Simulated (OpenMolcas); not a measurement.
Cr4+ (d2) in a complex was computed by SS-CASPT2, IPEA 0.25 Eh, imaginary shift 0.1 Eh with the d shell active (OpenMolcas, ANO-RCC-VTZP on the metal). Its lowest spin-free states, and all those of the highest spin:

```tsv
2S+1	Degeneracy	E (cm-1)
3	1	0
3	1	160
3	1	2220
1	1	9600
1	1	10130
1	1	10230
1	1	12380
1	1	12540
3	1	19460
3	1	20760
3	1	22890
1	1	24330
3	1	28720
3	1	31510
3	1	34800
3	1	44040
```

Is the site octahedral, tetrahedral or cube-like, axial, or of lower symmetry?

The states with 2S+1 = 3 have orbital degeneracies 1, 1, 1, 1, 1, 1, 1, 1, 1, 1. No state of this spin is degenerate, so the site is of lower symmetry, with no axis of order three or more. The run had Cr4+ with 6 ligands (water) in tetragonal octahedral coordination (D2h) at 1.91 Å, the axial distance 2.044 Å. Ligand basis ANO-RCC-VDZP.

Over all roots computed the reference weight is 0.67 to 0.69; a low but even weight reflects the number of correlated electrons. Spin-orbit coupling mixes the spin-free states strongly: the lowest level takes only 70 % from its leading state, an unlabelled state of the same spin as most of the rest. The least metal-like active orbital is 82 % on the metal (Löwdin) and no ligand orbital is active, so the numbers are rough. Ligand-to-metal charge-transfer states are missing. With no ligand orbital active B as a rule stays too high, so bands that hang on it stand too high and its fall with covalency is understated. With one d shell and no ligand orbital active, 10Dq can be off by a tenth or more. No measured value stands beside these numbers; the geometry is a model, was not optimised and need not be the one that this ion takes.
